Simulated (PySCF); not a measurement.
Computed IR spectrum (relative IR intensity) of a molecule CH9ClOSi3. Coordinates come from a PBE-D3(BJ)/def2-SVP optimisation. Other conformers were not sampled. Computed with PBE-D3(BJ)/def2-SVP run with PySCF. Frequencies are harmonic and unscaled.

Lines under 2 % of the strongest are left out, and lines within 2 cm⁻¹ are merged.

```json
[
 {"ν (cm⁻¹)": "281", "relative intensity": "3.6"},
 {"ν (cm⁻¹)": "481", "relative intensity": "8.0"},
 {"ν (cm⁻¹)": "503", "relative intensity": "3.5"},
 {"ν (cm⁻¹)": "525", "relative intensity": "11"},
 {"ν (cm⁻¹)": "592", "relative intensity": "3.8"},
 {"ν (cm⁻¹)": "705", "relative intensity": "2.8"},
 {"ν (cm⁻¹)": "743", "relative intensity": "11"},
 {"ν (cm⁻¹)": "747", "relative intensity": "58"},
 {"ν (cm⁻¹)": "794", "relative intensity": "64"},
 {"ν (cm⁻¹)": "842", "relative intensity": "6.2"},
 {"ν (cm⁻¹)": "851", "relative intensity": "11"},
 {"ν (cm⁻¹)": "897", "relative intensity": "15"},
 {"ν (cm⁻¹)": "899", "relative intensity": "13"},
 {"ν (cm⁻¹)": "907", "relative intensity": "41"},
 {"ν (cm⁻¹)": "936", "relative intensity": "39"},
 {"ν (cm⁻¹)": "1026", "relative intensity": "100"},
 {"ν (cm⁻¹)": "1220", "relative intensity": "7.5"},
 {"ν (cm⁻¹)": "2146", "relative intensity": "14"},
 {"ν (cm⁻¹)": "2151", "relative intensity": "20"},
 {"ν (cm⁻¹)": "2168", "relative intensity": "13"},
 {"ν (cm⁻¹)": "2170", "relative intensity": "32"},
 {"ν (cm⁻¹)": "2173", "relative intensity": "5.9"},
 {"ν (cm⁻¹)": "2183", "relative intensity": "34"}
]
```

Q: Which molecule gave these data?
A. C[Si@](O)(Cl)[SiH2][SiH3]
B. C[Si@H]([SiH2]O)[SiH2]Cl
C. C[SiH2]O[Si@H]([SiH3])Cl
D. O[Si@H](C[SiH3])[SiH2]Cl

A: C, C[SiH2]O[Si@H]([SiH3])Cl
